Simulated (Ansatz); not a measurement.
H$_{4}$OSiSn (`[O]1[SiH2][SnH2]1`). Total charge 0; spin multiplicity 1. Sn takes the def2 core potential. The geometry is a stationary point of PBE0-D4/def2-TZVP.

```xyz
7

O    -0.257   -0.895   -0.828
Si   -0.420   -0.855    0.781
Sn    0.469    1.076   -0.444
H     0.473   -1.703    1.613
H    -1.787   -0.822    1.363
H     2.047    1.098   -1.100
H    -0.525    2.100   -1.385
```

What is the dipole moment at ωB97M-V/def2-TZVPP? (An estimate is asked.)

Computed: 2.14 D, with components (0.27, 1.19, 1.76) D in this frame, pointing from negative to positive charge.

And with PBE, r2SCAN, B3LYP? (Best estimate.)

Computed: PBE 1.84 D, r2SCAN 1.90 D, B3LYP 2.11 D.

Give the Mulliken charges with ωB97M-V, PBE, B3LYP in def2-TZVPP. (Best estimate.)

Computed: 
```
atom  ωB97M-V    PBE  B3LYP
  O1    -0.57  -0.49  -0.57
 Si2     0.33   0.30   0.37
 Sn3     0.45   0.52   0.56
  H4    -0.03  -0.06  -0.06
  H5    -0.03  -0.06  -0.06
  H6    -0.08  -0.10  -0.12
  H7    -0.08  -0.10  -0.12
```

B3LYP here is the variant with VWN-RPA as its local correlation; programs differ in this.
